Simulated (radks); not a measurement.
Task: The nitrogen ion N4+, 3 electrons, occupied as [He] 2s1. Method: scalar-relativistic Kohn-Sham, PBE, spin-polarised, spherical densities, finite nucleus; open shells are filled with parallel spins first; Fermi nuclear charge, rms radius 2.5582 fm; computed with a radial shooting solver on a logarithmic mesh with Libxc functionals. Some entries of the table are withheld. Estimate them.

| orbital | occ. | eigenvalue (eV) | <1/r> (bohr^-1) |
|---|---|---|---|
| 1s up | 1 | -480.3265 | 6.670 |
| 1s down | 1 | -478.9325 | 6.668 |
| 2s up | 1 | -89.6008 | 1.396 |
| 2p up | 0 | (1) | (2) |
| 3d up | 0 | -29.8235 | 0.5443 |

Result: 
(1) 2p up eigenvalue (eV): -79.3655
(2) 2p up <1/r> (bohr^-1): 1.320
